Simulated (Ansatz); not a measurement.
```yaml
crystal:
  periodic: [false, false, false]
  atoms:
    - {symbol: C, position_ang: [-2.775151, 0.890257, -1.521507]}
    - {symbol: Al, position_ang: [-1.038543, -1.157931, 0.540283]}
    - {symbol: Si, position_ang: [3.125997, -0.455807, 1.280722]}
    - {symbol: Cl, position_ang: [4.206802, 2.423311, -0.625549]}
    - {symbol: H, position_ang: [-1.690594, 2.243184, -2.293672]}
    - {symbol: H, position_ang: [-4.194473, 1.737917, -0.575306]}
    - {symbol: H, position_ang: [-3.587042, -0.101403, -2.929719]}
    - {symbol: H, position_ang: [-2.251752, -3.309224, 1.789481]}
    - {symbol: H, position_ang: [3.681092, 0.057905, 3.759343]}
    - {symbol: H, position_ang: [4.668138, -2.417222, 0.581138]}
basis:
  gaussian: {orbitals: pcseg-2}
hamiltonian: {xc: {name: r2SCAN50}}
```

```sh
$ ansatz run in.yaml --threads 2 --pin off --events-out ev --progress --plain --max-ram 4352MiB
```

Shortened log:

```
Functional definition: r2SCAN50
1431 factors; their error is unknown
mean field evaluation 1: about -28093.8353 eV, gradient 3.4e1 eV
mean field evaluation 2: about -27862.2339 eV, gradient 1.3e2 eV
mean field evaluation 4: about -28099.3468 eV, gradient 2.2e1 eV
mean field evaluation 8: about -28101.6429 eV, gradient 1.3e0 eV
mean field evaluation 16: about -28101.9510 eV, gradient 5.6e-2 eV
mean field evaluation 32: about -28101.9512 eV, gradient 9.5e-6 eV
mean field -28101.95121974 eV, -1032.7276591389 hartree, gradient 9.5e-6 eV, S^2 0.000000; 4 other end points of the search recorded, 0 dependent functions left out
reference -28101.95123587 eV, -1032.7276597315 hartree; 28, 28 occupied and 188, 188 virtual orbitals, 1431 factors
Total energy: -28101.95123587 eV, -1032.7276597315 hartree
```

In this input the coordinates are in bohr but typed as ångström. Self-consistency was reached. The result belongs to that input, not to the molecule as meant.
